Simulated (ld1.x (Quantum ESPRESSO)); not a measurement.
**Ti: excitation energies, all-electron against TM**

ld1.x (Quantum ESPRESSO) 7.5 input, shortened:

```
&input
   title='Ti', zed=22., rel=1, dft='PBE', iswitch=3,
   config='[Ar] 3d2 4s1 4p1'
 /
 &inputp
   pseudotype=2, tm=.true., lloc=1,
   nlcc=.false.
 /
3
3S  1  0   2.00   0.00  1.60  1.60  0.0
3D  3  2   2.00   0.00  1.25  1.25  0.0
3P  2  1   6.00   0.00  1.20  1.20  0.0
 &test
   configts(1)='3s2 3p6 3d2 4s1 4p1'
 /
```

Occupied shells without a wave of their own: 4p, 4s. They enter only through the test configuration that unscreens the potential.

Energies are relative to the spin-unpolarised reference configuration 3s2 3p6 3d2 4s1 4p1; without spin polarisation the order of configurations can differ from experiment.

Q: Give the all-electron excitation energy and the error of the potential for: 3s2 3p6 3d2 4s2 4p0; 3s2 3p6 3d2 4s1 4p0; 3s2 3p6 3d2 4s0 4p0; 3s2 3p6 3d2 4s1.5 4p0; 3s2 3p6 3d1 4s2 4p0; 3s2 3p6 3d1 4s0 4p0; 3s2 3p5 3d2 4s2 4p0.

A:

```
valence configuration  charge  ΔE all-electron (eV)  error AE − PS (meV)
  3s2 3p6 3d2 4s2 4p0       0                -3.076                 +231
  3s2 3p6 3d2 4s1 4p0      +1                 4.271                  -10
  3s2 3p6 3d2 4s0 4p0      +2                17.843                 -442
3s2 3p6 3d2 4s1.5 4p0    +0.5                -0.139                 +129
  3s2 3p6 3d1 4s2 4p0      +1                 6.669                 +470
  3s2 3p6 3d1 4s0 4p0      +3                44.791                 -708
  3s2 3p5 3d2 4s2 4p0      +1                42.481                 +522
```

Levels in the configuration 3s2 3p6 3d2 4s2 4p0:

```tsv
level	all-electron (eV)	pseudo (eV)
3s	-62.633	-62.456
3p	-38.861	-38.688
3d	-4.259	-4.116
4s	-4.467	-4.635
```

The 4p, 4s levels have no wave, so the channel is fitted at the deeper level alone: the likely source of the large errors.
